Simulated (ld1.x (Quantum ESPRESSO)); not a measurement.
oxygen (O), PAW: configuration errors across variants

ld1.x (Quantum ESPRESSO) 7.5 input, shortened:

```
&input
   title='O', zed=8., rel=1, dft='PBESOL', iswitch=3,
   config='[He] 2s2 2p4'
 /
 &inputp
   pseudotype=3, lpaw=.true., tm=.true., lloc=-2, rcloc=1.85,
   nlcc=.true., new_core_ps=.true., rcore=0.50,
   which_augfun='BESSEL', rmatch_augfun=0.60
 /
4
2S  1  0   2.00   0.00  0.65  0.75  0.0
2S  1  0   0.00  -0.95  0.65  0.75  0.0
2P  2  1   4.00   0.00  1.85  2.25  0.0
2P  2  1   0.00  -0.05  1.85  2.25  0.0
 &test
   configts(1)='2s2 2p4'
 /
```

All-electron excitation energies from the reference (eV): (1) 2s2 2p3 16.360; (2) 2s1 2p4 31.497; (3) 2s2 2p3.5 6.254; (4) 2s0 2p6 29.748; (5) 2s1 2p5 14.855.

Tests that are not counted but printed errors over 1 eV. “base”: 2s2 2p2 (solver errors, printed error -169 eV); 2s2 2p1 (solver errors, printed error -1.9 eV). “wave 2s channel at -0.95 Ry: rcut 0.65, rcutus 0.75 bohr becomes 2s channel at -1.64 Ry: rcut 0.65, rcutus 0.75 bohr”: 2s2 2p2 (solver errors, printed error -168 eV); 2s2 2p1 (solver errors, printed error -2.2 eV). “wave 2s channel at -0.95 Ry: rcut 0.65, rcutus 0.75 bohr becomes 2s channel at -1.55 Ry: rcut 0.65, rcutus 0.75 bohr”: 2s2 2p2 (solver errors, printed error -168 eV); 2s2 2p1 (solver errors, printed error -2.2 eV). “wave 2s channel at -0.95 Ry: rcut 0.65, rcutus 0.75 bohr becomes 2s channel at -1.48 Ry: rcut 0.65, rcutus 0.75 bohr”: 2s2 2p2 (solver errors, printed error -168 eV); 2s2 2p1 (solver errors, printed error -2.2 eV). “wave 2s channel at -0.95 Ry: rcut 0.65, rcutus 0.75 bohr becomes 2s channel at -1.3 Ry: rcut 0.65, rcutus 0.75 bohr”: 2s2 2p2 (solver errors, printed error -169 eV); 2s2 2p1 (solver errors, printed error -2.1 eV).

Errors AE − PS in meV (a dash: test not solved or not reliable):

| change | (1) | (2) | (3) | (4) | (5) | bound ghosts |
| --- | --- | --- | --- | --- | --- | --- |
| base | +600 | -1.9 | +119 | +25 | +159 | none |
| wave 2s channel at -0.95 Ry: rcut 0.65, rcutus 0.75 bohr becomes 2s channel at -1.64 Ry: rcut 0.65, rcutus 0.75 bohr | +571 | -1.9 | +113 | +25 | +148 | none |
| wave 2s channel at -0.95 Ry: rcut 0.65, rcutus 0.75 bohr becomes 2s channel at -1.55 Ry: rcut 0.65, rcutus 0.75 bohr | +574 | -1.9 | +114 | +25 | +149 | none |
| wave 2s channel at -0.95 Ry: rcut 0.65, rcutus 0.75 bohr becomes 2s channel at -1.48 Ry: rcut 0.65, rcutus 0.75 bohr | +577 | -1.9 | +114 | +25 | +150 | none |
| wave 2s channel at -0.95 Ry: rcut 0.65, rcutus 0.75 bohr becomes 2s channel at -1.3 Ry: rcut 0.65, rcutus 0.75 bohr | +584 | -1.9 | +116 | +25 | +153 | none |
| wave 2s channel at -0.95 Ry: rcut 0.65, rcutus 0.75 bohr becomes 2s channel at -0.71 Ry: rcut 0.65, rcutus 0.75 bohr | +611 | -1.9 | +121 | +25 | +164 | none |
| wave 2s channel at -0.95 Ry: rcut 0.65, rcutus 0.75 bohr becomes 2s channel at 1.3 Ry: rcut 0.65, rcutus 0.75 bohr | +762 | -1.3 | +153 | +25 | +227 | none |
| wave 2s channel at -0.95 Ry: rcut 0.65, rcutus 0.75 bohr becomes 2s channel at 2.64 Ry: rcut 0.65, rcutus 0.75 bohr | +969 | +0.3 | +198 | +25 | +324 | none |
| wave 2s channel at -0.95 Ry: rcut 0.65, rcutus 0.75 bohr becomes 2s channel at 3.9 Ry: rcut 0.65, rcutus 0.75 bohr | – | +4.7 | +294 | +25 | +591 | none |

Give the same row for: wave 2s channel at -0.95 Ry: rcut 0.65, rcutus 0.75 bohr becomes 2s channel at -0.19 Ry: rcut 0.65, rcutus 0.75 bohr.

+640, -1.8, +127, +25, +176; bound ghosts: none. Not counted: 2s2 2p2 (solver errors, printed error -172 eV); 2s2 2p1 (solver errors, printed error -1.4 eV).
